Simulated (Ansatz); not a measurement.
`[SnH3][SnH3]` + H₂ → `[SnH4]` + `[SnH4]` at 500 K and 1 bar (hydrogenolysis of the Sn–Sn bond).

Program: Ansatz. Geometries: PBE0-D4/def2-TZVP. ΔE: electronic, gas phase. CCSD(T)/CBS is the MP2 limit (def2-TZVPP, def2-QZVPP) plus CCSD(T) − MP2 in def2-TZVPP, frozen cores. This one scheme is used for every species. def2 core potentials past Kr. For Sn outer-core shells are correlated without core-valence functions, which leaves a few kJ/mol of doubt a bond.

```csv
species,CCSD(T)/CBS energy (Eh),H − E (kJ/mol),S (J/(mol·K))
`[SnH3][SnH3]`,-431.62947,146.5,384.0
H₂,-1.17544,41.0,145.5
`[SnH4]`,-216.39156,91.5,258.6
`[SnH4]`,-216.39156,91.5,258.6
```

H − E and S are ideal-gas, rigid-rotor, harmonic terms from PBE0-D4/def2-TZVP. The MP2-based limit puts H₂ 0.8 mEh under its directly extrapolated value; such offsets cancel only in part. 1 Eh = 2625.50 kJ/mol, R = 8.31446 J/(mol·K).

By hand: ΔE, ΔH, ΔS and ΔG.

ΔE = (-216.39156) + (-216.39156) − (-431.62947) − (-1.17544) = 0.02179 Eh = 57.2 kJ/mol. Δ(H − E) = 91.5 + 91.5 − 146.5 − 41.0 = -4.5, so ΔH = 52.7 kJ/mol. ΔS = 258.6 + 258.6 − 384.0 − 145.5 = -12.3 J/(mol·K). ΔG = 52.7 − 500 × (-12.3)/1000 = 58.9 kJ/mol.

By hand: the equilibrium constant, and the temperature at which ΔG would vanish if ΔH and ΔS stayed fixed.

log₁₀ K = −ΔG/(RT ln 10) = -6.2. ΔH and −TΔS have one sign here, so there is no such temperature.

The number of gas molecules stays the same, so ΔS is small and ΔH decides. A doubt of 5 kJ/mol in ΔE shifts log₁₀ K by 0.5 here. These are equilibria of isolated gas molecules and say nothing of rates. Largest T1 diagnostic: 0.013 (customary marks: 0.02 for closed shells, 0.045 for open ones).
